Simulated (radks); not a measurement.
Coulomb parameter of the 4f shell of the dysprosium ion Dy2+ in the model configuration [Xe] 4f9 5d1, as a second difference U = [E(n + 0.5) + E(n - 0.5) - 2 E(n)] / (0.5)^2 with all orbitals relaxed. "Bare": the charge of the atom changes with n. "Screened": the 5d shell takes up the change at fixed total charge, which measures U(4f,4f) + U(5d,5d) - 2 U(4f,5d). Calculated with a radial shooting solver on a logarithmic mesh with Libxc functionals: scalar-relativistic Kohn-Sham, PBE, spin-unpolarised, spherical densities, finite nucleus; Fermi nuclear charge, rms radius 5.2218 fm.

case	configuration	E - E(n) (eV)
start	[Xe] 4f9 5d1	0.000
bare +0.5	[Xe] 4f9.5 5d1	-9.556
bare -0.5	[Xe] 4f8.5 5d1	13.864
screened +0.5	[Xe] 4f9.5 5d0.5	-3.444
screened -0.5	[Xe] 4f8.5 5d1.5	4.701

U(bare) = 17.232 eV, U(screened by 5d) = 5.030 eV, against the Slater integral F0(4f,4f) = 31.297 eV with frozen orbitals.
